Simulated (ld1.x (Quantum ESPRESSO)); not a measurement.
Configuration tests for As (TM semilocal)

As, norm-conserving Troullier–Martins (semilocal form), made with ld1.x (Quantum ESPRESSO) 7.5 (PBEsol, scalar-relativistic). Core [Ar], reference 3d10 4s1.75 4p3.25. Waves: 4s (bound): rc 1.70 bohr; 3d (bound): rc 0.60 bohr; 4p (bound): rc 1.65 bohr. Local part: the p channel. Core correction: a·sin(br)/r model core, default radius (core density twice the valence density).

Energies are relative to the spin-unpolarised reference configuration 3d10 4s1.75 4p3.25; without spin polarisation the order of configurations can differ from experiment.

| valence configuration | charge | ΔE all-electron (eV) | error AE − PS (meV) |
| --- | --- | --- | --- |
| 3d10 4s2 4p3 | 0 | -2.334 | +0.1 |
| 3d10 4s2 4p2 | +1 | 6.824 | -0.5 |
| 3d10 4s2 4p1 | +2 | 24.765 | +0.2 |
| 3d10 4s2 4p0 | +3 | 52.488 | -2.5 |
| 3d10 4s2 4p2.5 | +0.5 | 1.224 | -0.4 |
| 3d9 4s2 4p4 | 0 | 37.761 | -628 |

Problem. What are ΔE and the potential's error for 3d9 4s2 4p3?

Solution. ΔE = 48.495 eV all-electron; the error (AE − PS) is -544 meV.

A Bessel basis up to 400 Ry misses an occupied level by 0.04 Ry, so cutoffs and ghosts were not judged.
